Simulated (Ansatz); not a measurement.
Several settings on one geometry of HgS2 (the lowest singlet isomer of a short search) (that of the charge 0 singlet, PBE0-D4/def2-TZVP). Ansatz on 2 threads of Arm Neoverse V2 on a shared host; times are rough.

```xyz
3

Hg    0.0001    0.0001    0.0002
S     2.0857   -0.4056   -0.6662
S    -2.0858    0.4055    0.6660
```

Totals from different functionals, basis sets or treatments of relativity can't be compared as stabilities.

In the def2 sets Hg takes a core potential; there is no spin–orbit coupling.

At PBE0-D4/def2-TZVP a triplet lies 1.19 eV below the restricted singlet of charge 0, at its own geometry.

The spins typed aren't always the lowest for that charge.

**Question.** Give the basis size and estimate the energy, ⟨S²⟩, dipole and time of these runs.

```tsv
run	method	charge	state	further keys
1	RKS PBEsol-D3(BJ)-ATM/def2-mTZVP	0	singlet	point_charges: [{charge: -1.00, position_ang: [6.304, -0.940, 0.360]}]; scf: {lower_state_search: full}; forces asked
2	RKS revPBE0-D3(BJ)-ATM/def2-SVPD	0	singlet	scf: {omitted_lower_state_checks: [starts]}; forces asked
3	UKS B3LYP5/def2-SVP	-1	doublet	pseudopotentials: {relativity: none}; scf: {omitted_lower_state_checks: [starts]}
```

**Answer.** 
```csv
run,functions,energy (Eh),⟨S²⟩,dipole (D),wall time
1,80,-948.0911,–,2.93,12 s
2,89,-949.4455,–,0.00,9 s
3,68,-949.5588,0.77,–,8 s
```

The highest occupied level of an anion often lies above zero with these methods, and sets without diffuse functions describe the outer electron poorly. The restricted singlet is unstable towards broken spin symmetry at other levels; at RKS PBEsol-D3(BJ)-ATM/def2-mTZVP, RKS revPBE0-D3(BJ)-ATM/def2-SVPD this wasn't settled.
